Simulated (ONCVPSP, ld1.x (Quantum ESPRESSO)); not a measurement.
Potentials for carbon compared

Generated with ld1.x 7.5 (TM, RRKJ, ultrasoft, PAW), atompaw 4.2 or ONCVPSP 4.0.1. The cutoff is in Ry: for ld1.x and atompaw files where the sum of valence levels is converged to 10 mRy in a Bessel basis, for ONCV files where the hardest occupied wave has 1 mHa per electron of residual kinetic energy. The error is the largest all-electron minus pseudo excitation energy over each file’s own four to seven test configurations (ionisations up to +4, promotions, holes and added fractions of an electron), all of which were solved. The labels leave out finer settings (local radius, basis sizes, second energies), which also bear on the numbers. Spin-polarised tests are not counted. The rows are a selection from randomly drawn settings: files with unsolved tests, undetermined cutoffs or missed reference levels are left out.

A true bound ghost makes a file unfit for plane-wave use even where its test errors are small: the radial tests pick states by their node count and pass the ghost by.

```tsv
potential	cutoff (Ry)	largest error (meV)	bound ghosts
ONCV, PBE, scalar-relativistic, rc 1.15/2.25/1.95 (spd), local smoothed, core correction yes, reference 2s1 2p3, qcut 7.3/5.9/5.9, projectors 2/2/1	39	+710	none
ONCV, LDA (Perdew-Zunger), scalar-relativistic, rc 1.05/1.10/1.10 (spd), local smoothed, core correction yes, reference 2s2, qcut 6.5/7.4/9.3, projectors 2/1/1	40	-84	none
ONCV, PBE, scalar-relativistic, rc 1.20/3.05 (sp), local s, core correction yes, reference 2s1 2p3, qcut 5.8/4.8, projectors 0/2	34	+1927	none
PAW, Wu–Cohen, scalar-relativistic, rc 0.95/2.10 (sp), local smoothed, core correction yes, reference 2s2 2p2	35	-18	none
ONCV, PBE, fully relativistic, rc 0.85/2.45/2.15 (spd), local smoothed, core correction yes, reference 2s2 2p1.5, qcut 8.2/6.4/4.2, projectors 2/1/2	41	+392	s, d5/2, d3/2
ONCV, PBE, scalar-relativistic, rc 1.15/2.40/2.10 (spd), local s, core correction yes, reference 2s2 2p1.5, qcut 5.1/6.8/4.4, projectors 0/2/3	86	+329	none
ONCV, PBE, scalar-relativistic, rc 1.20/2.65/2.45 (spd), local s, core correction yes, reference 2s2 2p2, qcut 7/4.8/4, projectors 0/2/2	36	+1518	none
```

Fill in the row for C: ONCV, BLYP, scalar-relativistic, rc 0.95/1.70 (sp), local smoothed, core correction yes, reference 2s1.75 2p2.25, qcut 7/6.7, projectors 1/1.

cutoff 40 Ry, largest error +566 meV, bound ghosts: none.
